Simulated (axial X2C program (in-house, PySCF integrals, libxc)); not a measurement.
## FeSi: bond constants with and without spin–orbit coupling

All values were computed with an axial X2C code built on PySCF integrals. Spin-free means the one-electron spin-free X2C Hamiltonian; two-component (2c) means X2C with spin–orbit coupling and atomic mean-field two-electron Coulomb and Gaunt terms, so the difference of the two also holds small scalar two-electron terms. Basis: Fe dyall-cv3z [9s10p6d3f2g], Si dyall-v3z [8s7p2d1f] (cores contracted in-house); Gaussian nuclei, density fitting, unrestricted open shells. Masses: Fe 55.935 u, Si 27.977 u.

Input file and command:
```json
{"zs": [26, 14], "q": 0, "bas": ["dyall-cv3z", "dyall-v3z"], "levels": ["PBE0", "HF", "PBE50"], "cc": true, "r0": 2.32, "thr": -2.0, "nmax": 90, "npts": 10, "nst": 2, "ntry": 6}
```
```bash
python so2c.py task.json out
```

Keys: zs atomic numbers; q charge; bas basis sets; levels methods; cc coupled cluster on or off; r0 starting distance in Å; thr threshold in hartree for freezing inner shells (an s shell follows its p shell); nmax most natural virtual spinors; npts points on the curve; nst determinants followed; ntry starts of the search. HF also brings MP2.

State, spin-free: M_S = 1, Λ = 0 (beyond evenly filled blocks: δ+α, δ-α); electrons by block: σα: 11, σβ: 11, π+α: 4, π+β: 4, π-α: 4, π-β: 4, δ+α: 1, δ-α: 1. Fragments: Fe + Si.

State, 2c: Ω = 1 (⟨Sz⟩ = 1.00, ⟨Lz⟩ = 0.00 at PBE0); electrons by block: 1/2: 15, -1/2: 15, 3/2: 4, -3/2: 5, 5/2: 1. Fragments: Fe + Si.

```json
{"Hamiltonian": "spin-free", "level": "PBE0", "Re (Å)": "2.191", "ωe (cm⁻¹)": "371.0", "ωexe (cm⁻¹)": "1.76", "Be (cm⁻¹)": "0.1883", "De (eV)": "2.17", "D0 (eV)": "2.14", "k (mdyn/Å)": "1.51", "μ (D)": "-2.18"}
{"Hamiltonian": "spin-free", "level": "HF", "Re (Å)": "2.519", "ωe (cm⁻¹)": "257.1", "ωexe (cm⁻¹)": "n/a", "Be (cm⁻¹)": "0.1425", "De (eV)": "0.844", "D0 (eV)": "0.828", "k (mdyn/Å)": "0.726", "μ (D)": "-3.02"}
{"Hamiltonian": "spin-free", "level": "PBE50", "Re (Å)": "2.286", "ωe (cm⁻¹)": "322.2", "ωexe (cm⁻¹)": "1.58", "Be (cm⁻¹)": "0.1729", "De (eV)": "1.64", "D0 (eV)": "1.62", "k (mdyn/Å)": "1.14", "μ (D)": "-2.81"}
{"Hamiltonian": "2c", "level": "PBE0", "Re (Å)": "2.191", "ωe (cm⁻¹)": "370.9", "ωexe (cm⁻¹)": "1.75", "Be (cm⁻¹)": "0.1882", "De (eV)": "n/a", "D0 (eV)": "n/a", "k (mdyn/Å)": "1.51", "μ (D)": "-2.18"}
{"Hamiltonian": "2c", "level": "HF", "Re (Å)": "2.519", "ωe (cm⁻¹)": "256.8", "ωexe (cm⁻¹)": "n/a", "Be (cm⁻¹)": "0.1424", "De (eV)": "n/a", "D0 (eV)": "n/a", "k (mdyn/Å)": "0.725", "μ (D)": "-3.02"}
{"Hamiltonian": "2c", "level": "PBE50", "Re (Å)": "2.287", "ωe (cm⁻¹)": "322.0", "ωexe (cm⁻¹)": "1.58", "Be (cm⁻¹)": "0.1729", "De (eV)": "n/a", "D0 (eV)": "n/a", "k (mdyn/Å)": "1.14", "μ (D)": "-2.81"}
```

Dipoles are positive if Si is the positive end.

Occupations by symmetry block were frozen at the best pattern of an incomplete PBE0 search. De is counted from the lowest determinant-based energies of the atoms at the same level, without counterpoise correction. De is not given where an atomic determinant may have missed its ground term or J level, or where the truncated virtual space spoils (T). Density functionals use the spin component along the axis (collinear). The functionals have no current-density term, which raises determinants with orbital currents, atoms included. With several unpaired electrons one determinant need not be a pure state. Open-shell Ω = 0 determinants with evenly filled partner blocks cannot be reached by this program, so the Ω shown need not be the lowest component. The determinant is spin-polarised beyond a pure state at some levels (its spin-free form has ⟨S²⟩ too high), which makes Re and μ there less reliable. Under one Hamiltonian the search converged a single determinant, so lower ones may well exist.

No reliable constants came from MP2 (2c), MP2 (spin-free): no minimum in range, unconverged points, a curve that is not smooth, a change of character along it, or the two Hamiltonians disagreeing along it.

Rough cost a point (2c) on 1 thread(s) of a shared host, integrals apart: PBE0 1 s, HF 0.7 s, PBE50 1.1 s.

The whole task took 3.6 min on 1 thread of Intel(R) Xeon(R) Platinum 8259CL CPU @ 2.50GHz (Skylake/Cascade Lake), with other jobs on the host.
